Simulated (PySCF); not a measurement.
Question: Give a PBE0-D3(BJ)/def2-SVP geometry of `C[SiH2]O[SiH2]F`.

Answer: 
```
atom  x, y, z in Å
C1    -1.617    0.693    0.121
Si2   -0.791   -0.775   -0.682
O3     0.765   -0.945   -0.089
Si4    2.040   -0.085    0.470
F5     1.848    1.467    0.023
H6    -1.682    0.558    1.212
H7    -2.637    0.837   -0.267
H8    -1.037    1.608   -0.078
H9    -1.514   -2.044   -0.382
H10   -0.717   -0.594   -2.163
H11    3.294   -0.585   -0.146
H12    2.082   -0.112    1.954
```

Orientation and origin are arbitrary. Atoms count from 1 in this order. Si2 (oxygen-bound silicon) is tetrahedral (angles from 107.0° to 111.6°). The O–Si distances run from 1.636 Å (O3–Si4, drawn single) to 1.674 Å (Si2–O3, drawn single), a spread of 0.038 Å. Si4 (fluorine-bound silicon) is tetrahedral (angles from 107.2° to 112.6°).

Bonds between heavy atoms (Å): C1–Si2 1.866, Si2–O3 1.674, O3–Si4 1.636, Si4–F5 1.626.

Method used: PySCF, PBE0-D3(BJ)/def2-SVP geometry optimisation, gas phase.

Point group: C1 (no symmetry element, even within 0.4 Å). Not checked by PBE0-D3(BJ)/def2-SVP frequencies. One conformer, not necessarily the lowest (C1–Si2–O3–Si4 -33°, Si2–O3–Si4–F5 -17°).
